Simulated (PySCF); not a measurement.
## A small calculation by hand: oscillator strength and radiative lifetime

Ga(H)(Cl)(vinyl) (C2H4ClGa), SMILES C=[CH][GaH][Cl].

Geometry optimised at TPSSh-D3(BJ)/def2-SVP. Other conformers were not sampled.

TDDFT-ωB97X/def2-SVPD (PySCF 2.14.0) puts the first singlet state with f over 0.02 at 6.12 eV (vertical), with the transition dipole (0.732, -0.805, 0.000) in atomic units.

Question: Find the oscillator strength, the wavelength and the radiative lifetime that this transition would have in vacuum if emission retraced absorption.

Answer: 
|μ|² = 1.1838 au, so |μ| = 2.77 D. ΔE = 6.12/27.211 = 0.2249 hartree. f = (2/3) ΔE |μ|² = 0.178 (the program prints 0.177).
λ = 1239.84/6.12 = 203 nm; ν = 49361 cm⁻¹.
Einstein's coefficient A = 0.6670 ν² f s⁻¹ (ν in cm⁻¹) = 2.9e8 s⁻¹, so τ = 1/A = 3.5 ns. This state is S2; the lower singlet has f = 0.001. The figure is the radiative limit of this one transition; relaxation, internal conversion, crossing to triplets and a medium change what is measured.
